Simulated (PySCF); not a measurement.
H3IO3Si, SMILES O[Si](O)(O)I. Atoms are numbered in the order given.

```xyz
8

O      0.5537     1.4484    -1.7967
Si     0.0000     0.0000    -1.2582
O      0.9774    -1.2037    -1.7967
O     -1.5312    -0.2446    -1.7967
I      0.0000     0.0000     1.2292
H      1.4107     1.7479    -1.4701
H      0.8084    -2.0957    -1.4701
H     -2.2191     0.3478    -1.4701
```

Geometry optimised at B3LYP-D3(BJ)/def2-SVP. The def2 effective core potentials stand for the cores of I; spin–orbit coupling is left out. Other conformers were not sampled.

The numbers are results of ωB97X/def2-TZVP (PySCF), not measurements.

ESP charges are fitted to the potential on shells at 1.4 to 2.0 van der Waals radii. Atomic charges (e):

```
atom  ESP fit  Mulliken  Löwdin
----  -------  --------  ------
O1      -0.50     -0.51   -0.09
Si2      0.47      0.69   -0.40
O3      -0.50     -0.51   -0.09
O4      -0.50     -0.51   -0.09
I5      -0.18     -0.19    0.11
H6       0.40      0.34    0.19
H7       0.40      0.34    0.19
H8       0.40      0.34    0.19
```

Computed Mayer and Wiberg (Löwdin basis) orders of the bonds:
| bond | Mayer | Wiberg |
|---|---|---|
| O1–Si2 | 1.24 | 1.69 |
| Si2–O3 | 1.24 | 1.69 |
| Si2–O4 | 1.24 | 1.69 |
| Si2–I5 | 1.08 | 1.52 |
| O1–H6 | 0.86 | 1.01 |
| O3–H7 | 0.86 | 1.01 |
| O4–H8 | 0.86 | 1.01 |
